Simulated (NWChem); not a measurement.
System: Si₂H₃Cl₂F; SMILES F[Si@H](Cl)[SiH2]Cl

Here is an NWChem input.

```
start job
memory heap 200 mb stack 900 mb global 1100 mb
geometry units angstroms noautosym nocenter noautoz
  F      1.805155    -0.862628    -0.426637
  Si     0.417614    -0.794191     0.409747
  Cl    -0.675967    -2.490481    -0.017194
  Si    -0.842627     1.030668    -0.333316
  Cl     0.163335     2.772787     0.173819
  H      0.760149    -0.795152     1.854981
  H     -1.013598     0.969276    -1.811964
  H     -2.176316     1.028906     0.332644
end
basis spherical
  * library def2-svp
end
dft
  xc becke88 lyp
  iterations 150
end
task dft gradient
```

Parts of the log:

```
             Northwest Computational Chemistry Package (NWChem) 7.3.0
             --------------------------------------------------------

                             Geometry "geometry" -> ""
                             -------------------------

 Output coordinates in angstroms (scale by  1.889725989 to convert to a.u.)

  No.       Tag          Charge          X              Y              Z
 ---- ---------------- ---------- -------------- -------------- --------------
    1 F                    9.0000     1.80515500    -0.86262800    -0.42663700
    2 Si                  14.0000     0.41761400    -0.79419100     0.40974700
    3 Cl                  17.0000    -0.67596700    -2.49048100    -0.01719400
    4 Si                  14.0000    -0.84262700     1.03066800    -0.33331600
    5 Cl                  17.0000     0.16333500     2.77278700     0.17381900
    6 H                    1.0000     0.76014900    -0.79515200     1.85498100
    7 H                    1.0000    -1.01359800     0.96927600    -1.81196400
    8 H                    1.0000    -2.17631600     1.02890600     0.33264400

 Effective nuclear repulsion energy (a.u.)     416.9532633481

                                 NWChem DFT Module
                                 -----------------

 Summary of "ao basis" -> "ao basis" (spherical)
 ------------------------------------------------------------------------------
       Tag                 Description            Shells   Functions and Types
 ---------------- ------------------------------  ------  ---------------------
 F                          def2-svp                 6       14   3s2p1d
 Si                         def2-svp                 8       18   4s3p1d
 Cl                         def2-svp                 8       18   4s3p1d
 H                          def2-svp                 3        5   2s1p

            General Information
            -------------------
          SCF calculation type: DFT
          Wavefunction type:  closed shell.
          No. of atoms     :     8
          No. of electrons :    74
           Alpha electrons :    37
            Beta electrons :    37
          Charge           :     0
          Spin multiplicity:     1
          Use of symmetry is: off; symmetry adaption is: off
          Maximum number of iterations: 150
          AO basis - number of functions:   101
                     number of shells:    47
          Convergence on energy requested:  1.00D-06
          Convergence on density requested:  1.00D-05
          Convergence on gradient requested:  5.00D-04

              XC Information
              --------------
                    Becke 1988 Exchange Functional  1.000
              Lee-Yang-Parr Correlation Functional  1.000

             Grid Information
             ----------------
          Grid used for XC integration:  medium
          Radial quadrature: Mura-Knowles
          Angular quadrature: Lebedev.
          Tag              B.-S. Rad. Rad. Pts. Rad. Cut. Ang. Pts.
          ---              ---------- --------- --------- ---------
          F                   0.50       49          11.0       434
          Si                  1.10       88          10.0       590
          Cl                  1.00       88          12.0       590
          H                   0.35       45          11.0       434
          Grid pruning is: on
          Number of quadrature shells:   536
          Spatial weights used:  Erf1

      Superposition of Atomic Density Guess
      -------------------------------------

 Sum of atomic energies:       -1596.91447546

      Non-variational initial energy
      ------------------------------

 Total energy =   -1598.008046
 1-e energy   =   -3043.426380
 2-e energy   =    1028.465071
 HOMO         =      -0.296216
 LUMO         =       0.031795

   convergence    iter        energy       DeltaE   RMS-Dens  Diis-err
 ---------------- ----- ----------------- --------- --------- ---------
 d= 0,ls=0.0,diis     1  -1600.4820225545 -2.02D+03  2.15D-02  9.64D-01
 d= 0,ls=0.0,diis     2  -1600.2550725044  2.27D-01  1.37D-02  3.16D+00
 d= 0,ls=0.0,diis     3  -1600.5819797033 -3.27D-01  2.99D-03  1.04D-01
 d= 0,ls=0.0,diis     4  -1600.5864535589 -4.47D-03  1.76D-03  3.15D-02
 d= 0,ls=0.0,diis     5  -1600.5906025118 -4.15D-03  3.75D-04  1.21D-03
  Resetting Diis
 d= 0,ls=0.0,diis     6  -1600.5907621477 -1.60D-04  6.50D-05  3.99D-05
 d= 0,ls=0.0,diis     7  -1600.5907669946 -4.85D-06  3.00D-05  1.94D-06
 d= 0,ls=0.0,diis     8  -1600.5907667238  2.71D-07  1.69D-05  5.35D-06
 d= 0,ls=0.0,diis     9  -1600.5907672548 -5.31D-07  3.34D-06  1.82D-07

         Total DFT energy =    -1600.590767254798
      One electron energy =    -3045.136678735642
           Coulomb energy =     1137.551239542615
    Exchange-Corr. energy =     -109.958591409890
 Nuclear repulsion energy =      416.953263348119

 Numeric. integr. density =       73.999996201885

                       DFT Final Molecular Orbital Analysis
                       ------------------------------------

[...]

                         DFT ENERGY GRADIENTS

    atom               coordinates                        gradient
                 x          y          z           x          y          z
   1 F       3.411248  -1.630131  -0.806227   -0.011304   0.000113   0.006228
   2 Si      0.789176  -1.500803   0.774310    0.004052  -0.004253  -0.005798
   3 Cl     -1.277392  -4.706327  -0.032492    0.005867   0.009291   0.001936
   4 Si     -1.592334   1.947680  -0.629876    0.003264   0.003536   0.001226
   5 Cl      0.308658   5.239808   0.328470   -0.004674  -0.008860  -0.002255
   6 H       1.436473  -1.502619   3.505406   -0.000865  -0.000359  -0.003375
   7 H      -1.915422   1.831666  -3.424115    0.000821   0.000372   0.002771
   8 H      -4.112641   1.944350   0.628606    0.002839   0.000159  -0.000733
```

Level: BLYP/def2-SVP. Geometry: optimised at PBE0/def2-SVP.
